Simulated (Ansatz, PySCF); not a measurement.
Species: SiCl₂, charge 0, multiplicity 1. SMILES: Cl[Si]Cl
Structure (B3LYP-D3(BJ)/def2-TZVP (Ansatz, a first-principles code) minimum search):
```xyz
3

Si    -0.0165     0.0173     0.9364
Cl     1.0611     1.2272    -0.3899
Cl    -1.0475    -1.2415    -0.3813
```
Charge 0, spin multiplicity 1.

Property: atomisation energy (electronic, to ground-state atoms), in kJ/mol. Valence correlation only, unless marked. UHF or UKS for open shells. Spin-orbit coupling is left out. Non-relativistic. The coupled-cluster limit lacks core correlation, which all-electron functionals hold. Basis-set limits of correlation are two-point, X^-3; Hartree-Fock from the larger set.

| level | program | atomisation energy (kJ/mol) |
|---|---|---|
| HF/aug-cc-pV(D+d)Z | Ansatz | 589.6 |
| BP86/def2-TZVPD | PySCF | 878.2 |
| TPSS/def2-TZVPD | PySCF | 862.9 |
| M06-L/def2-TZVPD | PySCF | 905.1 |
| r2SCAN-D4/def2-TZVPD | Ansatz + dftd4 | 873.7 |
| PBE0/6-31G* | Ansatz | 823.7 |
| PBE0-D4/def2-TZVPD | Ansatz + dftd4 | 868.6 |
| PBE0/def2-TZVPD | Ansatz | 860.7 |
| r2SCANh/def2-TZVPD | Ansatz | 861.2 |
| PW6B95-D3(BJ)/def2-TZVPD | PySCF + dftd3 | 879.3 |
| CAM-B3LYP/def2-TZVPD | Ansatz | 837.4 |
| wB97M-V/def2-TZVPD | Ansatz | 886.7 |
| wB97X-V/def2-TZVPD | Ansatz | 869.9 |
| B2GP-PLYP-D3(BJ)/def2-TZVPD | Ansatz + dftd3 | 857.3 |
| B2PLYP/def2-TZVPD | Ansatz | 845.6 |
| MP2/cc-pV(T+d)Z | Ansatz | 865.1 |
| MP2/cc-pV(Q+d)Z | Ansatz | 891.3 |
| RI-MP2/aug-cc-pV(Q+d)Z | Ansatz | 895.7 |
| SCS-MP2/cc-pV(Q+d)Z | Ansatz | 866.4 |
| CCSD(T)/6-31G* | Ansatz | 751.2 |
| CCSD(T)/CBS(cc-pV(T+d)Z,cc-pV(Q+d)Z) | Ansatz | 872.0 |

The Hartree-Fock reference is unstable (checked in the largest basis), which strains HF and MP2.
